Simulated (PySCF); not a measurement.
propiophenone: calculation and literature

Bonds (- single, = double, # triple, : aromatic): C1-C2, C2-C3, C3=O4, C3-C5, C5:C6, C6:C7, C7:C8, C8:C9, C9:C10, C10:C5. C1 carries H11, H12, H13; C2 carries H14, H15; C6 carries H16; C7 carries H17; C8 carries H18; C9 carries H19; C10 carries H20.

- GIAO CAM-B3LYP/pcSseg-1 shieldings
- PBE0-D3(BJ)/def2-SVP geometry
- program: PySCF
- non-relativistic, a single conformation, in vacuum, equivalent nuclei averaged

Reference values: estimated from measurements, as parent shift plus tabulated substituent increment (solution, not stated per compound (mostly CDCl3 or CCl4); Pretsch, Buehlmann, Badertscher, Structure Determination of Organic Compounds, 4th ed. (2009)).
```tsv
atoms	quantity	reference	computed
H16/H20	δ $^{1}$H	7.95	8.25
H18	δ $^{1}$H	7.55	7.58
H17/H19	δ $^{1}$H	7.45	7.52
```

Reference values: measured (solution, not stated per compound (mostly CDCl3 or CCl4); Pretsch, Buehlmann, Badertscher, Structure Determination of Organic Compounds, 4th ed. (2009)).
```
      atoms    quantity  reference  computed
         C2  δ $^{13}$C       31.7      33.7
         C1  δ $^{13}$C        8.3       8.8
    H14/H15   δ $^{1}$H       2.92      2.79
H11/H12/H13   δ $^{1}$H       1.18      1.27
```

Computed shifts are σ(ref) − σ with the named reference compound (TMS for H and C) calculated as an isolated molecule at the same level.

Question: How far are the unscaled $^{1}$H shifts from the references?

Answer: Mean signed difference +0.07 ppm, mean absolute 0.12 ppm over 5 comparisons; the largest is +0.30 ppm at H16/H20 (hydrogen on an aromatic CH).

Question: How far are the unscaled $^{13}$C shifts from the references?

Answer: Mean signed difference +1.25 ppm, mean absolute 1.25 ppm over 2 comparisons; the largest is +2.0 ppm at C2 (sp3 CH2 α to a carbonyl).

7 of the 18 published NMR values on file for this molecule are compared. The rest: values from further sources.
